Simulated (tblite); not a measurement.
FGa, charge -1, doublet, at a GFN2-xTB geometry (such geometries of metal compounds can be far from the true shape) (a state made from the parent by changing its charge; the spin is typed, not shown lowest); GFN1-xTB (tblite).

Here is a job for tblite.
```
$ tblite run mol.xyz --method gfn1 --charge -1 --spin 1 --guess eeq --json tblite.json --no-restart

# file mol.xyz
2

Ga    -0.00000000    -0.00000000    -0.45205283
F      0.00000000     0.00000000     1.55707084
```

**Question.** Write the output that tblite gives for this input, abridged.

**Answer.** 
```
xTB calculator
 | screened Coulomb repulsion
 | Coulomb electrostatics
 |  * isotropic Klopman-Ohno-Mataga-Nishimoto electrostatics
 |  * onsite third-order electrostatics
 | DFT-D3(BJ) dispersion correction

halogen bonding energy    0.0000000000000E+00 Eh
repulsion energy          3.7580152968820E-04 Eh
dispersion energy        -1.5772966016153E-04 Eh
number of electrons       1.1000000000000E+01 e
integral cutoff           4.0000000000000E+01 bohr

------------------------------------------------------------
  cycle        total energy    energy error   density error
------------------------------------------------------------
      1     -6.567609396631  -6.5678275E+00   3.7136497E-01
      2     -6.592464702014  -2.4855305E-02   1.5246005E-01
      3     -6.593190653326  -7.2595131E-04   7.3449714E-02
      4     -6.593183630964   7.0223615E-06   7.6096260E-03
      5     -6.593193823850  -1.0192886E-05   9.9102990E-04
      6     -6.593193984477  -1.6062658E-07   1.6815723E-04
      7     -6.593193987847  -3.3699417E-09   2.5484567E-07
------------------------------------------------------------

electronic energy        -6.5934120597163E+00 Eh
total energy             -6.5931939878468E+00 Eh

Post processing:
 | Mayer-Wiberg bond orders

[Info] JSON dump of results written to 'tblite.json'
```
